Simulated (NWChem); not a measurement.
Species: sulfur trioxide (SO3); SMILES O=S(=O)=O

All runs: NWChem. Coordinates come from a B3LYP/6-31G* (spherical d) optimisation. Solvent water, SMD (1 M gas to 1 M solution), gas-phase geometry.

```tsv
level	basis functions	solvation free energy (kcal/mol)	cavity-dispersion-structure term (kcal/mol)	relative time
PBE0/3-21G	40	-5.7	-0.1	1
PBE0/pcseg-1	60	-3.1	-0.1	3
PBE0/aug-pcseg-1	96	-2.3	-0.1	7
PBE0/pcseg-2	124	-2.7	-0.1	20
PBE0/def2-TZVPP	135	-2.4	-0.1	20
```

Times are rough ratios from one shared machine.
